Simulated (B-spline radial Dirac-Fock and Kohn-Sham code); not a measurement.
# Nb⁺: non-radiative channels of the 3d5/2 vacancy

System: niobium as Nb⁺, 1s2 2s2 2p6 3s2 3p6 3d10 4s2 4p6 4d4.

Input file task.json (cfg lists n, l and occupation; rrms is the nuclear radius in fm):

```json
{"items": [{
  "Z": 41,
  "q": 1,
  "cfg": [[1, 0, 2], [2, 0, 2], [2, 1, 6], [3, 0, 2], [3, 1, 6], [3, 2, 10], [4, 0, 2], [4, 1, 6], [4, 2, 4]],
  "A": 93,
  "rrms": 4.324,
  "do": ["binding", "quiet", "decay"],
  "holes": ["K", "L1", "L2", "L3", "M1", "M2", "M3", "M4", "M5", "N1", "N2", "N3"]
}]}
```

Launch: `python xray_run.py task.json out`

Level of theory: one-electron (LDA, Dirac) transition rates at Dirac-Fock energies; an atomic code on a B-spline grid. Kinetic energies are configuration averages from the vacuum level; the two-hole energies are estimated from single-hole states.

```
transition  kinetic energy (eV)  width (meV)  share (%)
   M5-N1N1                49.94         3.62        2.8
   M5-N1N2                79.90         8.89        6.9
   M5-N1N3                82.06         22.0       17.1
   M5-N2N3                108.3         6.09        4.7
   M5-N3N3                110.2         3.04        2.4
   M5-N1N4                116.8         2.69        2.1
   M5-N1N5                117.0         20.5       16.0
   M5-N2N5                144.2         16.0       12.5
   M5-N2N4                144.6        0.446        0.3
   M5-N3N4                146.2         1.70        1.3
   M5-N3N5                146.7         27.8       21.6
   M5-N4N5                181.3         7.07        5.5
   M5-N5N5                181.4         8.25        6.4
```

The listed channels hold 100 % of the non-radiative rate. Summed by principal shells, of 0.128 eV in all: MNN 100.0 %.

Values without a named source are computed, but for edge energies of neutral atoms, which are taken from tables.
